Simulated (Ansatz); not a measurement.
Abridged output of a molecular run in Ansatz:

```
Functional definition: HF
759 factors; integrals over basis functions are off by at most 1.1e-3 eV
mean field evaluation 1: about -60259.3579 eV, gradient 1.7e1 eV
mean field evaluation 2: about -60259.4095 eV, gradient 1.7e1 eV
mean field evaluation 4: about -60261.0602 eV, gradient 2.2e0 eV
mean field evaluation 8: about -60261.0884 eV, gradient 1.6e-1 eV
mean field evaluation 16: about -60261.0887 eV, gradient 1.2e-2 eV
mean field evaluation 32: about -60261.0887 eV, gradient 6.1e-6 eV
mean field -60261.08878572 eV, -2214.5541664424 hartree, gradient 1.9e-10 eV, S^2 0.757210; 5 other end points of the search recorded, 0 dependent functions left out
15 core orbitals not correlated: weight in the atoms' cores, before any rotation towards them, 1.000 or more for the frozen orbitals, at most 0.000 for the correlated occupied ones
reference -60261.08878572 eV, -2214.5541664424 hartree; 13, 12 occupied and 50, 51 virtual orbitals, 759 factors
second order -14.99243438 eV of doubles, -0.00000000 eV of singles
cycle   1  -14.78865879 eV  change    2.0e-1 eV  update   9.7e-2
cycle   2  -15.20841147 eV  change   -4.2e-1 eV  update   3.5e-2
cycle   3  -15.30423104 eV  change   -9.6e-2 eV  update   1.6e-2
cycle   4  -15.30298370 eV  change    1.2e-3 eV  update   4.6e-3
cycle   5  -15.30137622 eV  change    1.6e-3 eV  update   2.1e-3
cycle   6  -15.30083273 eV  change    5.4e-4 eV  update   6.1e-4
cycle   7  -15.30065757 eV  change    1.8e-4 eV  update   2.6e-4
cycle   8  -15.30066457 eV  change   -7.0e-6 eV  update   8.9e-5
cycle   9  -15.30069411 eV  change   -3.0e-5 eV  update   4.4e-5
cycle  10  -15.30069773 eV  change   -3.6e-6 eV  update   1.5e-5
perturbative correction -0.41862313 eV, -0.0153841163 hartree
Total energy: -60276.80810659 eV, -2215.1318408291 hartree
Checks for a lower state left out: cluster_reference
```

Its atoms:

Cartesian coordinates in Å:
```
C -0.756 -0.062 0.300
Zn 1.036 0.089 -0.409
S 3.055 0.257 -1.208
H -0.734 -0.138 1.389
H -1.247 -0.955 -0.096
H -1.354 0.808 0.025
```

Problem. Which basis set was used?
A. cc-pV(T+d)Z
B. def2-SVPD
C. def2-SVP
D. cc-pV(Q+d)Z

Solution. C. It gives 78 functions.

Problem. Write the keys of the input that set method, charge and spin (a neutral closed shell needs none for the last two).

Solution. 
```yaml
magnetization: {spin_polarized: true, initial_magnetization: 1}
correlation: {method: ccsd_t, frozen_orbitals: {C: 1, H: 0, S: 5, Zn: 9}}
scf: {omitted_lower_state_checks: [cluster_reference]}
```
